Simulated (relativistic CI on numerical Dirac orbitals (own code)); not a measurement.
## Magnetism of Lu⁴⁺, 4f13, in a crystal field

Calculated by Dirac-Coulomb-Breit CI, separate exchange-only KLI orbitals for each configuration, model QED, valence Slater integrals scaled by 0.8, one configuration in a parametric crystal field (own radial code).

Field parameters in Wybourne normalisation; cubic f-shell fields have B⁴₄ = √(5/14) B⁴₀ and B⁶₄ = −√(7/2) B⁶₀. The field is a parameter set, without covalency.

S is read from ⟨S²⟩ = S(S + 1).

Powder χT (cm³ K mol⁻¹) by Van Vleck's formula, with temperature-independent terms:

```
                                                                                                             Field    2 K    5 K   10 K   20 K   50 K  100 K  200 K  300 K
C2v, B20 = -780, B22 = -480, B40 = -220, B42 = -450, B44 = -570, B60 = 930, B62 = -290, B64 = 490, B66 = -700 cm⁻¹   1.24   1.26    1.3   1.38   1.59    1.9   2.24   2.38
                                   D3d, B20 = -610, B40 = -550, B43 = -1490, B60 = 600, B63 = -790, B66 = 890 cm⁻¹   0.73  0.746  0.773  0.827  0.989   1.26   1.74   2.06
                                                            D3h, B20 = 1440, B40 = -780, B60 = 290, B66 = 950 cm⁻¹   1.41   1.49   1.62   1.87   2.26   2.42   2.47   2.49
                                                 D4h, B20 = 860, B40 = 3070, B44 = 120, B60 = 60, B64 = -1210 cm⁻¹    1.2   1.21   1.23   1.26   1.35   1.51   1.81   2.04
                                                                                   Oh, B40 = -2390, B60 = 460 cm⁻¹   1.14   1.15   1.16   1.19   1.26   1.39   1.64   1.88
                                                                                    Oh, B40 = 2390, B60 = 370 cm⁻¹  0.678  0.693  0.719  0.772  0.928   1.19   1.66   1.99
```

(1) For Oh, B40 = -2390, B60 = 460 cm⁻¹: what effective moment follows at 300 K?

Results:

(1) μ_eff = √(8χT) = 3.88 μB. The LS value g√(J(J + 1)) of the free ion's ²F°7/2 level is 4.54 μB.
